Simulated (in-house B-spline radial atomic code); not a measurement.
The numbers below are computed, except where a source is named.
# Se ion on O atom: potential, deflection and energy transfer

The pair potential comes from two frozen, spherical free-atom densities (PBE, B-spline radial code, scalar-relativistic past argon): electrostatics plus the change in Thomas-Fermi kinetic and Dirac exchange energy where they overlap, the recipe behind the universal ZBL potential, which averages such potentials (from solid-state densities) over many pairs. It is written V = (Z1 Z2 e²/r) φ(r/a), with e² = 14.3996 eV·Å and a = 0.46850 Å/(Z1^0.23 + Z2^0.23); ZBL's fit is φ = 0.18175 e^(−3.1998x) + 0.50986 e^(−0.94229x) + 0.28022 e^(−0.4029x) + 0.02817 e^(−0.20162x). Where φ falls below 4e-4 it is continued as an exponential.

Masses 78.97 and 16.0 u.

```tsv
x = r/a	φ, this pair	φ, ZBL
0.1	0.8913	0.8928
0.25	0.7718	0.7647
0.5	0.6231	0.6096
1	0.4315	0.4164
1.5	0.3122	0.2995
2	0.2325	0.2218
3	0.1362	0.1292
4	0.08537	0.08026
5	0.05701	0.05224
6.5	0.03231	0.02914
8	0.01834	0.01705
10	0.008956	0.008778
12	0.004698	0.00474
14.5	0.002214	0.002328
17	0.001035	0.001212
```

**Question.** At x = 4 the electrostatic, kinetic and exchange parts are 50.9, 703.91 and -65.47 eV. Find r, V and φ.

**Answer.** a = 0.46850/(2.2503 + 1.6133) = 0.12126 Å, so r = 0.48504 Å. V = 50.9 + 703.91 + (-65.47) = 689.34 eV. The bare repulsion is 34 × 8 × 14.3996/0.48504 = 8075 eV, so φ = 0.0854, +6.4 % against ZBL's 0.0803. The kinetic (Pauli) term is 102 % of V here, as the other two terms together attract.

**Question.** The ion comes in at 19.17 keV with impact parameter 0.6063 Å. The scattering integral gives a centre-of-mass angle of 11.58° and a closest approach of 5.264 a. What are the reduced energy, the energy passed on and the laboratory angles?

**Answer.** ε = E a M2/(Z1 Z2 e² (M1 + M2)) = 19170 × 5.2160e-06 = 0.1. The most that one collision can pass on is γE with γ = 4 M1 M2/(M1 + M2)² = 0.5604. Here T = γE sin²(θ/2) = 0.5604 × 19170 × 0.01019 = 109.4 eV. The ion turns by arctan(sin θ/(cos θ + M1/M2)) = 1.9°, and the struck atom leaves at (180° − θ)/2 = 84.2°. The closest approach is 0.638 Å. With ZBL the angle would be 10.78° and T = 94.85 eV.
